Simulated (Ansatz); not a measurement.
Reaction (cleavage of the Si–B bond): `B[SiH2]OC` + `S[SiH2]Cl` → `CO[SiH2]S[SiH2]Cl` + BH₃

Calculated with Ansatz (gas phase, PBE0-D4/def2-TZVP geometries, no zero-point term in ΔE). CBS: MP2 limit from def2 TZ/QZ plus the TZ coupled-cluster correction, frozen cores. This one scheme is used for every species. Functionals use def2-TZVPP. Each species was taken in one conformer, which may not be the lowest.

```csv
level,ΔE (eV)
PBE-D4,-0.87
HF/CBS(def2),-0.88
MP2/CBS(def2),-1.12
CCSD/CBS(def2),-0.94
```

What does CCSD(T)/CBS give? (Best estimate.)

Ansatz gave: -0.98 eV. The listed levels differ from it by 0.11, 0.10, -0.14, 0.04 eV.

Largest T1 diagnostic among the species: 0.011.

From PBE to PBE0 (25 % exact exchange), in def2-TZVPP and without D4, ΔE moves by −0.06 eV. In def2-TZVPP, CCSD(T) changes the Hartree–Fock value by −0.06 eV (the triples alone add −0.03 eV) and MP2 by −0.20 eV.
